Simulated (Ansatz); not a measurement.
Basis-set extrapolation for C3H10AlN (PBE0-D4/def2-TZVP geometry, frozen core, Ansatz). Multiplicity 1, RHF reference.

```json
{"": "HF", "def2-TZVPP": "-415.866738", "def2-QZVPP": "-415.882297"}
{"": "MP2 correlation", "def2-TZVPP": "-0.833437", "def2-QZVPP": "-0.887735"}
{"": "CCSD(T) correlation", "def2-TZVPP": "-0.922176", "def2-QZVPP": "not run"}
```

Energies in hartree. Use E(X) = E(∞) + A·exp(−7.88·√X) for Hartree–Fock and E(X) = E(∞) + B·X^(−2.97) for correlation, with X = 3 and 4, and add CCSD(T) minus MP2 of the smaller set to the MP2 limit.

**Question.** What is the CCSD(T) energy at the basis-set limit?

**Answer.** HF limit: -415.882297 + (-0.015559) × 0.13774 = -415.88444. MP2 limit: -0.887735 + (-0.054298) × 0.74074 = -0.92796. Higher-order term: -0.922176 − (-0.833437) = -0.08874. Total: -416.90114 hartree, 294.6 kJ/mol below CCSD(T)/def2-TZVPP.
